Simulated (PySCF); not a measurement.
Species: C₇H₈O (charge +1 and doublet state).
SMILES with atom numbers: `[CH2+:1][C:2]([CH3:3])[C:4]#[C:5][C:6]([CH3:7])=[O:8]` (hydrogens: H9, H10 on C1; H11, H12, H13 on C3; H14, H15, H16 on C7)

Structure used (GFN2-xTB), in Å, numbered top down from 1:
```xyz
16
C7H8O angstrom
C     -2.1925   -1.4793    0.0912
C     -1.5811   -0.2671   -0.0265
C     -2.2418    0.9218   -0.6159
C     -0.2700   -0.1137    0.4371
C      0.8134    0.0837    0.9573
C      2.1310    0.2647    1.4724
C      3.0896    0.1016    0.2902
O      2.4747    0.5074    2.5822
H     -1.7256   -2.3087    0.5974
H     -3.1699   -1.6437   -0.3342
H     -2.8713    0.6237   -1.4548
H     -1.5257    1.6775   -0.9288
H     -2.9102    1.3752    0.1223
H      3.1710    1.0777   -0.1908
H      2.7411   -0.6260   -0.4376
H      4.0596   -0.1858    0.6945
```

The hyperfine couplings belong to this conformer and change with its torsions.

Computed, not measured: UKS B3LYP, pcH-1 on C H O, non-relativistic, mean-field spin-orbit, GIAO in PySCF. The structure is a single GFN2-xTB conformer in the gas phase; no vibrational or solvent corrections. Couplings are sensitive to structure, and on GFN2-xTB geometries they can be far from those on DFT ones, by a factor of two or more for some ions and for spin on atoms past the first row. Stability of the SCF solution: not tested.

Computed for the main isotopes (class means, splittings of 0.05 mT or more): g = 2.0027; H10 1H -33.5 MHz (1.20 mT); H9 1H -33.2 MHz (1.19 mT); H11/H12/H13 1H +19.7 MHz (0.70 mT); H14/H15/H16 1H +8.8 MHz (0.31 mT); 64 first-order lines, 5.43 mT wide. Two of these splittings differ by less than 0.03 mT, so with lines wider than that fewer lines would be seen.

(1) What changes when 1H at H10 is replaced by 2H?

(2) Give position and intensity of the satellites from 13C at C1.

(3) Give position and intensity of the satellites from 13C at C7.

Answers

(1) Only the nuclear moment changes in this model. The ratio of g factors is 0.85744/5.58569 = 0.1535, so a goes from -33.5 to -5.1 MHz (0.184 mT). The spin goes from 1/2 to 1, so the 1:1 doublet becomes a 1:1:1 triplet. The spectrum then has 96 first-order lines over 4.60 mT.

(2) a = +36.6 MHz, or 1.31 mT in magnitude, and I = 1/2, so to first order each main line has two satellites, at ±0.65 mT. The isotope's abundance is about 1.07 %, shared among 2 lines, so each has 0.54 % of the main line's intensity.

(3) a = +32.4 MHz, or 1.16 mT in magnitude, and I = 1/2, so to first order each main line has two satellites, at ±0.58 mT. The isotope's abundance is about 1.07 %, shared among 2 lines, so each has 0.54 % of the main line's intensity.

Means are taken over nuclei equivalent by connectivity, which assumes that they swap fast. H9 and H10 aren't averaged: C1 is flat or nearly so (angle sum 360°), and its turn about the short C1–C2 bond (1.36 Å) is taken as slow. The three 1H nuclei of mean +19.7 MHz run from 3.8 to 37.9 MHz in the frozen geometry. The three 1H nuclei of mean +8.8 MHz run from -2.8 to 29.4 MHz in the frozen geometry.

Hardware: Intel Xeon at 2.60 GHz, one thread, shared host with 128 logical CPUs at a one-minute load of 13. Cost: 69 s (with the writing of density and orbital grids), 1.0 GiB resident at most.

The SMILES draws the unpaired electron on C2; the largest computed Mulliken spin population is on C1 (0.52 against 0.07).
